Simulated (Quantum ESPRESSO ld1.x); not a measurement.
Q: The mean radii <r> (bohr) of the occupied orbitals of an atom or ion are listed with their occupations. Calculated with ld1.x of Quantum ESPRESSO 7.5: Dirac Kohn-Sham, PBE, spin-unpolarised, spherical densities, point nucleus.

| orbital | occ. | <r> |
|---|---|---|
| 1s1/2 | 2 | 0.02274 |
| 2s1/2 | 2 | 0.09649 |
| 2p1/2 | 2 | 0.08074 |
| 2p3/2 | 4 | 0.08736 |
| 3s1/2 | 2 | 0.2546 |
| 3p1/2 | 2 | 0.2442 |
| 3p3/2 | 4 | 0.2570 |
| 3d3/2 | 4 | 0.2287 |
| 3d5/2 | 6 | 0.2327 |
| 4s1/2 | 2 | 0.5772 |
| 4p1/2 | 2 | 0.5907 |
| 4p3/2 | 4 | 0.6189 |
| 4d3/2 | 4 | 0.6578 |
| 4d5/2 | 6 | 0.6676 |
| 5s1/2 | 2 | 1.348 |
| 5p1/2 | 2 | 1.483 |
| 5p3/2 | 4 | 1.557 |
| 4f5/2 | 4 | 0.8473 |
| 6s1/2 | 1 | 3.082 |

Name the element and its charge. Open shells, if any, fill j = l - 1/2 first.

A: Z = 62, samarium, charge +3: Sm3+ in [Xe] 4f4 6s1. The 1s radius gives Z: for a bare nucleus <r> = (2 gamma + 1)/(2Z) with gamma = sqrt(1 - (Z/c)^2), 0.02245 bohr for Z = 62, and screening makes it slightly larger (0.02274 here). The occupations add up to 59, and the charge is Z minus that.
